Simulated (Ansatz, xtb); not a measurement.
## Relative energy of two isomers of C5H6FNSe

Structure X is `C[C@H](F)c1cc[se]n1`, a singlet and structure Y is `Cc1c[se]nc1CF`, a singlet. Both are isolated molecules in the gas phase, relaxed with B3LYP/def2-SVP, each in the lowest conformer that the search found.

Problem. Estimate which is lower in electronic energy at CCSD(T)/def2-SVP + ΔMP2/def2-TZVPP, and by roughly how much.

Solution. The CCSD(T)/def2-SVP + ΔMP2/def2-TZVPP calculation puts structure X lower, by 2.2 kcal/mol.

The same difference at several levels:

| level | geometry | E(Y) − E(X) (kcal/mol) | departure from the last row (kcal/mol) | job, with rough time for the two |
| --- | --- | --- | --- | --- |
| GFN2-xTB | GFN2-xTB | −1.5 | −3.7 | optimisation, 0.72 s |
| HF/STO-3G | GFN2-xTB | −0.5 | −2.7 | single point, 0.68 s |
| r2SCAN-D4/def2-SVP | GFN2-xTB | +2.4 | +0.2 | single point, 5.3 s |
| B3LYP/def2-SVP | B3LYP/def2-SVP | +2.5 | +0.3 | optimisation, 1.8 min |
| HF/def2-SVP | B3LYP/def2-SVP | +2.9 | +0.7 | part of the CCSD(T) run |
| MP2/def2-SVP | B3LYP/def2-SVP | +2.0 | −0.2 | part of the CCSD(T) run |
| CCSD(T)/def2-SVP | B3LYP/def2-SVP | +2.4 | +0.2 | single point |
| CCSD(T)/def2-SVP + ΔMP2/def2-TZVPP | B3LYP/def2-SVP | +2.2 |  | single point, 3.1 min |

As drawn, both hold the same kinds of bond in the same numbers.

GFN2-xTB, HF/STO-3G put the two in the other order. The largest departure from CCSD(T)/def2-SVP + ΔMP2/def2-TZVPP is that of GFN2-xTB, 3.7 kcal/mol. The last row adds to CCSD(T) the change of the MP2 difference between the two basis sets, here −0.2 kcal/mol.

With thermal terms from frequencies at re-optimised GFN2-xTB minima (ideal gas, soft modes damped towards free rotors, one conformer each, 298.15 K, 1 atm): the zero-point term adds 0.0 kcal/mol; ΔH is +2.3 and ΔG +2.0 kcal/mol.

The correlated steps freeze 16 core orbitals; the filled d shell of Se is correlated, in a basis made for valence electrons. Mirror images aren't counted in ΔG. Run with Ansatz 0.2.0, xtb 6.7.1; the last row on 4 threads of Arm Neoverse V1 on a shared host.
